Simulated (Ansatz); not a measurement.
C₇H₁₂O₂ (`CC(=O)/C=C(\O)C(C)C`): the same geometry under several functionals.

```yaml
crystal:
  periodic: [false, false, false]
  atoms:
    - {symbol: C, position_ang: [2.427814, 0.236416, -2.617825]}
    - {symbol: C, position_ang: [1.355171, 0.705197, -1.681059]}
    - {symbol: O, position_ang: [0.961162, 1.884166, -1.763397]}
    - {symbol: C, position_ang: [0.797031, -0.201234, -0.728845]}
    - {symbol: C, position_ang: [-0.196372, 0.229171, 0.112071]}
    - {symbol: O, position_ang: [-0.641735, 1.457756, 0.059424]}
    - {symbol: C, position_ang: [-0.846025, -0.641519, 1.141559]}
    - {symbol: C, position_ang: [-2.338402, -0.781050, 0.851055]}
    - {symbol: C, position_ang: [-0.603438, -0.079065, 2.540075]}
    - {symbol: H, position_ang: [2.816082, -0.745882, -2.350617]}
    - {symbol: H, position_ang: [3.238438, 0.966666, -2.632675]}
    - {symbol: H, position_ang: [2.014540, 0.190832, -3.629069]}
    - {symbol: H, position_ang: [1.150343, -1.220160, -0.666525]}
    - {symbol: H, position_ang: [-0.095248, 1.901057, -0.686059]}
    - {symbol: H, position_ang: [-0.376267, -1.626759, 1.068464]}
    - {symbol: H, position_ang: [-2.803942, -1.435922, 1.590765]}
    - {symbol: H, position_ang: [-2.513927, -1.205629, -0.139672]}
    - {symbol: H, position_ang: [-2.829505, 0.192579, 0.896563]}
    - {symbol: H, position_ang: [-1.058851, -0.730147, 3.289377]}
    - {symbol: H, position_ang: [0.463601, -0.000548, 2.758851]}
    - {symbol: H, position_ang: [-1.044772, 0.914677, 2.634442]}
basis:
  gaussian: {orbitals: def2-TZVPP}
hamiltonian: {xc: lda}
output: {orbitals: {seedname: orbitals}}
```

```sh
$ ansatz run in.yaml --threads 4 --pin off --events-out ev --progress --plain --max-ram 41984MiB --backend cuda --devices 0, --max-vram 37GiB
```

Shortened log:

```
Functional definition: SPW92
2270 factors; their error is unknown
mean field evaluation 1: about -11428.3699 eV, gradient 1.1e2 eV
mean field evaluation 2: about -11393.5222 eV, gradient 1.6e2 eV
mean field evaluation 4: about -11454.3798 eV, gradient 2.2e1 eV
mean field evaluation 8: about -11455.4026 eV, gradient 2.3e-1 eV
mean field evaluation 16: about -11455.3434 eV, gradient 2.1e-2 eV
mean field -11455.34341479 eV, -420.9761057827 hartree, gradient 1.2e-5 eV, S^2 0.000000; 0 other end points of the search recorded, 0 dependent functions left out
reference -11455.34346594 eV, -420.9761076626 hartree; 35, 35 occupied and 412, 412 virtual orbitals, 2270 factors
Total energy: -11455.34346594 eV, -420.9761076626 hartree
```

Run time 2.9 s (4 threads of an AMD EPYC 7R13 on a shared host and a share of an NVIDIA H100 80 GB); peak host memory 0.91 GiB.

Changing it to `hamiltonian: {xc: {name: BHLYP}, dispersion: d4}` (abridged; 2.6 s):

```
Functional definition: BHLYP
mean field evaluation 16: about -11547.0035 eV, gradient 6.0e-4 eV
mean field -11547.00345580 eV, -424.3445501606 hartree, gradient 2.3e-5 eV, S^2 0.000000
Total energy: -11547.54351636 eV, -424.3643970201 hartree
```

The same input with `hamiltonian: {xc: {name: B3LYP}, dispersion: d4}` and forces (abridged; 3.3 s):

```
Functional definition: B3LYP
mean field evaluation 16: about -11554.1913 eV, gradient 1.7e-2 eV
mean field -11554.19129815 eV, -424.6086984950 hartree, gradient 6.4e-5 eV, S^2 0.000000
Total energy: -11554.96862106 eV, -424.6372645849 hartree
Atom 0 force     0.144945    -0.050343    -0.137564 eV/Å
Atom 1 force     0.075094    -0.244648     0.030498 eV/Å
Atom 2 force    -0.048556     0.324323    -0.083284 eV/Å
Atom 3 force     0.041551    -0.129683     0.009822 eV/Å
Atom 4 force     0.090898    -0.267674     0.019246 eV/Å
Atom 5 force    -0.067003     0.310028    -0.060594 eV/Å
Atom 6 force     0.117696    -0.168768    -0.051424 eV/Å
Atom 7 force    -0.242360    -0.036390    -0.035534 eV/Å
Atom 8 force     0.034042     0.075543     0.233145 eV/Å
Atom 9 force    -0.006782     0.048305    -0.024573 eV/Å
Atom 10 force    -0.024028    -0.044549    -0.008109 eV/Å
Atom 11 force     0.032802    -0.007330     0.034034 eV/Å
Atom 12 force    -0.024374     0.078922    -0.006803 eV/Å
Atom 13 force    -0.110347     0.088232     0.077165 eV/Å
Atom 14 force    -0.037973     0.054745     0.016288 eV/Å
Atom 15 force     0.008553     0.030400    -0.044778 eV/Å
Atom 16 force    -0.002081     0.019528     0.049678 eV/Å
Atom 17 force     0.011391    -0.062964    -0.005506 eV/Å
Atom 18 force     0.030123     0.039084    -0.023870 eV/Å
Atom 19 force    -0.053399    -0.001223    -0.000261 eV/Å
Atom 20 force     0.029806    -0.055538     0.012423 eV/Å
Dipole moment:     0.093575    -0.587852     0.135259 e Å
```

Changing it to `hamiltonian: {xc: hse06, dispersion: d4}` (abridged; 4.1 s):

```
Functional definition: HSE06
mean field evaluation 16: about -11539.8388 eV, gradient 2.4e-4 eV
mean field -11539.83877213 eV, -424.0812528920 hartree, gradient 8.1e-5 eV, S^2 0.000000
Total energy: -11540.22467911 eV, -424.0954347120 hartree
```

The same input with `hamiltonian: {xc: pbe0, dispersion: d4}` (abridged; 3 s):

```
Functional definition: PBE0
mean field evaluation 16: about -11540.4684 eV, gradient 1.1e-3 eV
mean field -11540.46836021 eV, -424.1043898272 hartree, gradient 1.9e-5 eV, S^2 0.000000
Total energy: -11540.88580118 eV, -424.1197305001 hartree
```

Changing it to `hamiltonian: {xc: {name: wB97M-V}}` and forces (abridged; 6.5 s):

```
Functional definition: wB97M-V
mean field evaluation 16: about -11548.9903 eV, gradient 1.5e-3 eV
mean field -11548.99034201 eV, -424.4175668821 hartree, gradient 4.7e-5 eV, S^2 0.000000
Total energy: -11548.99040381 eV, -424.4175691532 hartree
Atom 0 force     0.164856    -0.047052    -0.167336 eV/Å
Atom 1 force    -0.010569     0.081348    -0.024455 eV/Å
Atom 2 force     0.073031     0.039987    -0.088863 eV/Å
Atom 3 force    -0.076440    -0.192203     0.155874 eV/Å
Atom 4 force     0.198691    -0.155472    -0.137056 eV/Å
Atom 5 force    -0.004823     0.264876    -0.106163 eV/Å
Atom 6 force     0.055195    -0.193901     0.023077 eV/Å
Atom 7 force    -0.169239    -0.009816    -0.030396 eV/Å
Atom 8 force     0.022952     0.068080     0.156137 eV/Å
Atom 9 force    -0.031135     0.074616    -0.012817 eV/Å
Atom 10 force    -0.067670    -0.055676     0.010736 eV/Å
Atom 11 force     0.022738     0.002799     0.088346 eV/Å
Atom 12 force    -0.021890     0.066217    -0.004613 eV/Å
Atom 13 force    -0.188115    -0.012978     0.199449 eV/Å
Atom 14 force    -0.033165     0.070427     0.004812 eV/Å
Atom 15 force     0.032888     0.048279    -0.051959 eV/Å
Atom 16 force     0.012323     0.029101     0.063394 eV/Å
Atom 17 force     0.034652    -0.058907     0.001142 eV/Å
Atom 18 force     0.031197     0.047544    -0.053731 eV/Å
Atom 19 force    -0.068899    -0.003805    -0.015723 eV/Å
Atom 20 force     0.023421    -0.063463    -0.009854 eV/Å
Dipole moment:     0.101310    -0.579882     0.123960 e Å
```

B3LYP takes the VWN-RPA correlation (the form of Gaussian; ORCA's B3LYP/G).

HSE06 is the plane-wave form, built on full-range PBE exchange.
